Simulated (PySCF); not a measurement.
# Mn: excitation energy

Mn [Ar] 3d5 4s2 (6S) → Mn [Ar] 3d6 4s1 (6D), as a difference of total energies. Computed with PySCF 2.14 in x2c-QZVPPall, with the spin-free X2C one-electron Hamiltonian (Gaussian nucleus). Correlated levels: valence: [Ar] frozen; valence and next inner shell: [Ne] frozen. The calculations carry no spin-orbit coupling.

| method | excitation energy (eV) |
| --- | --- |
| UHF | 3.385 |
| LDA | 1.190 |
| PBE | 1.063 |
| PBE0 | 1.578 |
| r2SCAN | 1.421 |
| r2SCANh | 1.596 |
| wB97X | 2.175 |
| M06-2X | 2.724 |
| B3LYP | 1.597 |
| MP2 (valence) | 2.235 |
| SCS-MP2 (valence) | 2.220 |
| MP2 (valence and next inner shell) | 1.870 |
| SCS-MP2 (valence and next inner shell) | 2.023 |

Question: How much does correlation contribute at MP2 (valence and next inner shell)?

Answer: 1.870 − (3.385) = -1.515 eV, measured against UHF.

Errors of the correlated levels include the incompleteness of this basis and the frozen core.

For comparison: 2.145 eV (measured; NIST levels, between the centres of gravity of the two terms).
